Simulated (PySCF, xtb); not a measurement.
Pair of molecules: CH4 (SMILES C) (first 5 atoms) with CH3F (SMILES CF); geometry from B3LYP-D3(BJ)/def2-TZVP, rigid monomers moved along the line of their centres of mass till H2···F7 is 2.34 Å.
(charge 0, multiplicity 1):
```xyz
10

C      0.0092    -0.0672     0.1910
H     -0.3587     0.6129     0.9573
H     -0.4365    -1.0518     0.3306
H     -0.2591     0.3117    -0.7943
H      1.0937    -0.1463     0.2622
C      0.1296    -0.0881     3.7324
F     -0.5123     1.0469     3.2487
H      0.9788     0.2231     4.3420
H     -0.5773    -0.6601     4.3347
H      0.4715    -0.6838     2.8856
```

Interaction energies are E(AB) − E(A) − E(B) at the monomers' geometry in the complex; basis-set methods are counterpoise corrected. Rows marked so take none.

Rows in 3-21G, 6-31G* carry no dispersion term and start afresh at each structure (6-31G* with six Cartesian d functions).

The values were computed with PySCF for 3-21G rows, 6-31G* rows; xtb for the GFN methods. 

**Question.** One of these levels gives 1.24 kcal/mol for the interaction energy. Name it.
A. GFN2-xTB
B. HF/6-31G* (no counterpoise)
C. HF/6-31G*
D. HF/3-21G (no counterpoise)

**Answer.** C, HF/6-31G*. The others give -0.35 (GFN2-xTB), -2.18 (HF/3-21G (no counterpoise)), 0.07 (HF/6-31G* (no counterpoise))
